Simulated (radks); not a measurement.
Trend from La2+ to Lu2+: ionisation energy by Delta-SCF between NIST ground configurations, and size. Method: scalar-relativistic Kohn-Sham, r2SCAN, spin-polarised, spherical densities, finite nucleus; open shells are filled with parallel spins first (spin-orbit coupling, left out, can overturn this in heavy ions); meta-GGA in the generalised Kohn-Sham scheme; Fermi nuclear charge, rms radius of each element as measured or else 0.836 A^(1/3) + 0.57 fm; computed with a radial shooting solver on a logarithmic mesh with Libxc functionals.

| species | configuration | IE (eV) | NIST (eV) | kind | outermost | <r> outermost (bohr) |
|---|---|---|---|---|---|---|
| La2+ | [Xe] 5d1 | 18.672 | 19.177 | exp. | 5d | 2.56 |
| Ce2+ | [Xe] 4f2 | 20.464 | 20.197 | semi-emp. | 5p | 1.80 |
| Pr2+ | [Xe] 4f3 | 21.908 | 21.624 | exp. | 5p | 1.76 |
| Nd2+ | [Xe] 4f4 | 23.170 | 22.09 | semi-emp. | 5p | 1.73 |
| Pm2+ | [Xe] 4f5 | 24.287 | 22.4 | semi-emp. | 5p | 1.70 |
| Sm2+ | [Xe] 4f6 | 25.283 | 23.6 | semi-emp. | 5p | 1.67 |
| Eu2+ | [Xe] 4f7 | 26.176 | 24.84 | semi-emp. | 5p | 1.65 |
| Gd2+ | [Xe] 4f7 5d1 | 20.020 | 20.54 | semi-emp. | 5d | 2.30 |
| Tb2+ | [Xe] 4f9 | 21.521 | 21.82 | semi-emp. | 5p | 1.58 |
| Dy2+ | [Xe] 4f10 | 22.628 | 22.89 | semi-emp. | 5p | 1.55 |
| Ho2+ | [Xe] 4f11 | 23.629 | 22.79 | semi-emp. | 5p | 1.52 |
| Er2+ | [Xe] 4f12 | 24.539 | 22.70 | semi-emp. | 5p | 1.49 |
| Tm2+ | [Xe] 4f13 | 25.370 | 23.66 | semi-emp. | 5p | 1.46 |
| Yb2+ | [Xe] 4f14 | 26.130 | 25.05 | semi-emp. | 5p | 1.43 |
| Lu2+ | [Xe] 4f14 6s1 | 20.889 | 20.959 | exp. | 6s | 3.07 |

Reference values: NIST Atomic Spectra Database (exp. = measured, semi-emp. = semi-empirical, theory = theoretical value adopted there). Open shells are spherical and high-spin; term and fine-structure splittings are not resolved. Spin-orbit splitting is averaged out at the scalar-relativistic level.
